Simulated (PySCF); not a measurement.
From one molecule to another.

First species: C7H6O4.
InChI=1S/C7H6O4/c1-10-7(9)5-2-3-11-6(8)4-5/h2-4H,1H3

Second species: C4H12N2OSi.
Cartesian coordinates in Å at the GFN2-xTB level; atoms count from 1:
```
atom  x, y, z in Å
C1    -2.2255   -0.8399   -0.4280
C2    -1.4029    0.3488    0.0702
C3    -2.0534    1.6697   -0.3380
N4    -0.0430    0.3049   -0.4202
Si5    1.1789   -0.6070    0.3628
N6     2.5980   -0.1500   -0.5687
C7     3.7614   -0.6335   -0.1257
O8     3.8397   -1.3620    0.8331
H9    -1.7504   -1.7698   -0.1280
H10   -3.2304   -0.8081   -0.0154
H11   -2.2950   -0.8190   -1.5137
H12   -1.3404    0.2990    1.1609
H13   -2.1447    1.7262   -1.4213
H14   -3.0446    1.7562    0.0987
H15   -1.4458    2.5041    0.0019
H16   -0.0237    0.3930   -1.4268
H17    1.2904   -0.0975    1.7247
H18    1.0755   -2.0679    0.3019
H19    2.6004    0.4832   -1.3505
H20    4.6506   -0.3195   -0.7050
```

Levels: PBE0/pcSseg-1 for dipole moment, HOMO energy, LUMO energy and HOMO–LUMO gap; GFN2-xTB for rotational constant A and rotational constant C. Geometries: GFN2-xTB. All species are isolated and taken at one optimised geometry, non-relativistic unless stated. Electronic properties by PySCF.

Dipoles, sizes and rotational constants follow the conformer. The torsions of the flexible species, by atom-mapped SMILES:
- `[CH3:1][O:2][C:3](=[O:4])[c:5]1[cH:6][cH:7][o:8][c:9](=[O:10])[cH:11]1`: C1–O2–C3–O4 0°, O2–C3–C5–C6 -179°
- `[CH3:1][CH:2]([CH3:3])[NH:4][SiH2:5][NH:6][CH:7]=[O:8]`: C1–C2–N4–Si5 -84°, C2–N4–Si5–N6 -175°, N4–Si5–N6–C7 175°, Si5–N6–C7–O8 2°

Values for the first species:

* Dipole moment: 3.50 D
* HOMO energy: -7.27 eV
* LUMO energy: -2.62 eV
* HOMO–LUMO gap: 4.65 eV
* Rotational constant A: 2.456 GHz
* Rotational constant C: 0.543 GHz

Estimate the same properties for the second species, and the change in each.

```json
{"property": "dipole moment", "first": "3.50 D", "second": "4.33 D", "second less first": "+0.83 D"}
{"property": "HOMO energy", "first": "-7.27 eV", "second": "-6.91 eV", "second less first": "+0.36 eV"}
{"property": "LUMO energy", "first": "-2.62 eV", "second": "0.56 eV", "second less first": "+3.18 eV"}
{"property": "HOMO–LUMO gap", "first": "4.65 eV", "second": "7.47 eV", "second less first": "+2.82 eV"}
{"property": "rotational constant A", "first": "2.456 GHz", "second": "5.015 GHz", "second less first": "+2.559 GHz"}
{"property": "rotational constant C", "first": "0.543 GHz", "second": "0.648 GHz", "second less first": "+0.105 GHz"}
```

On the first: The dipole matches unit charges of opposite sign 0.73 Å apart (1 e·Å = 4.8032 D).

On the second: A dipole of 4.33 D is allowed in C1, and pure rotational transitions are dipole-allowed. The dipole equals about 14.4 × 10⁻³⁰ C·m (1 D = 3.33564 × 10⁻³⁰ C·m).
